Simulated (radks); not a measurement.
Q: The mean radii <r> (bohr) of the occupied orbitals of an atom or ion are listed with their occupations. All-electron calculation, non-relativistic Kohn-Sham, PBE, spin-polarised, spherical densities, point nucleus. Program: a radial shooting solver on a logarithmic mesh with Libxc functionals.

orbital  occ.     <r>
1s          2  0.1205
2s          2  0.6248
2p          6  0.5978

Name the element and its charge. Open shells, if any, are filled with parallel spins first.

A: Z = 13, aluminium, charge +3: Al3+ in [Ne]. The 1s radius gives Z: for a bare nucleus <r> = 1.5/Z, 0.1154 bohr for Z = 13, and screening makes it slightly larger (0.1205 here). The occupations add up to 10, and the charge is Z minus that.
